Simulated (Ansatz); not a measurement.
Molecule: sum formula SiNH$_{2}$Br$_{3}$ (charge 0, singlet). 
Coordinates optimised at B3LYP-D3(BJ)/def2-TZVP (Ansatz, a first-principles code):
```
Si
N 1 1.6892
H 2 1.0080 1 120.73
H 2 1.0080 3 112.99 1 -153.88
Br 1 2.2154 2 107.85 3 164.41
Br 1 2.2154 2 107.85 3 43.72
Br 1 2.2308 2 115.05 3 -75.93
```

Total electronic energies in hartree. Correlated levels leave the core frozen unless marked. No spin-orbit coupling. The frozen core is the preceding noble-gas configuration, with the filled d and f shells of earlier blocks. No relativistic terms. CBS marks a two-point X^-3 extrapolation of the correlation energy; Hartree-Fock from the larger set. The bracket is a focal-point correction in the basis named.

```tsv
level	program	energy (Eh)
SVWN5/def2-TZVPD	Ansatz	-8055.91762
B3LYP-D4/def2-TZVPD	Ansatz + dftd4	-8068.25548
PBE0-D3(BJ)/def2-TZVPD	Ansatz + dftd3	-8067.07438
PBE0-D4/def2-TZVP	Ansatz + dftd4	-8067.07201
LC-wPBE/def2-TZVPD	Ansatz	-8066.94787
RPA@PBE/def2-TZVPP	Ansatz	-8063.27063
RPA@PBE/def2-QZVPP	Ansatz	-8063.55887
MP2/def2-SVP	Ansatz	-8061.51459
CCSD/def2-SVP	Ansatz	-8061.55573
CCSD/def2-QZVPP	Ansatz	-8063.11231
CCSD/CBS(def2-TZVPP,def2-QZVPP)	Ansatz	-8063.1660
CCSD/CBS(def2-TZVPPD,def2-QZVPPD)	Ansatz	-8063.1651
CCSD(T)/6-31G*	Ansatz	-8061.67311
RI-MP2/CBS(def2-TZVPP,def2-QZVPP)+[CCSD(T)-MP2]/def2-QZVPP	Ansatz	-8063.2134
CCSD(T)/CBS(def2-TZVPPD,def2-QZVPPD)	Ansatz	-8063.2128
```

Totals of different functionals don't rank their quality; only differences between species are comparable.
